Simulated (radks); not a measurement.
Values are calculated unless marked as measured or tabulated.
The lutetium ion Lu2+ inside a hard spherical wall (all orbitals vanish at R), configuration held at [Xe] 4f14 6s1 and not refilled when levels cross. Code: a radial shooting solver on a logarithmic mesh with Libxc functionals. Model: scalar-relativistic Kohn-Sham, PBE, spin-polarised, spherical densities, point nucleus; open shells are filled with parallel spins first (spin-orbit coupling, left out, can overturn this in heavy ions). Eigenvalues in eV for spin up, with the zero of energy where the potential of the charges vanishes at infinity; a dash marks a level that is unbound or too diffuse for the functional's potential to be trusted. A positive occupied level is held by the wall or, in an anion where self-interaction has pushed it up, behind a barrier. The pressure on the wall is -dE/dV.

| R (bohr) | E (hartree) | kinetic (hartree) | e(5s) | e(5p) | e(4f) | e(6s) | e(5d, empty) | e(6p, empty) | pressure (GPa) |
|---|---|---|---|---|---|---|---|---|---|
| free | -14562.6351 | 15914.829 | -78.423 | -48.840 | -26.890 | -18.007 | -17.046 | -12.612 | 0 |
| 20 | -14562.6351 | 15914.829 | -78.423 | -48.840 | -26.890 | -18.007 | -17.046 | -12.612 | < 0.0001 |
| 15 | -14562.6351 | 15914.829 | -78.423 | -48.840 | -26.890 | -18.007 | -17.046 | -12.612 | < 0.0001 |
| 8 | -14562.6347 | 15914.835 | -78.403 | -48.821 | -26.870 | -17.986 | -17.029 | -12.510 | 0.0257 |
| 7 | -14562.6329 | 15914.854 | -78.342 | -48.762 | -26.808 | -17.907 | -16.974 | -12.248 | 0.173 |
| 6 | -14562.6243 | 15914.923 | -78.148 | -48.577 | -26.611 | -17.581 | -16.783 | -11.427 | 1.08 |
| 4 | -14562.4242 | 15915.955 | -76.355 | -46.892 | -24.694 | -11.670 | -14.224 | -1.241 | 46.9 |
| 3 | -14561.5146 | 15920.211 | -71.838 | -42.266 | -19.317 | 8.539 | -6.186 | 26.630 | 546 |
| 1.5 | -14523.0449 | 16060.463 | 28.782 | 78.188 | 70.785 | 381.15 | 153.14 | 440.19 | 126000 |
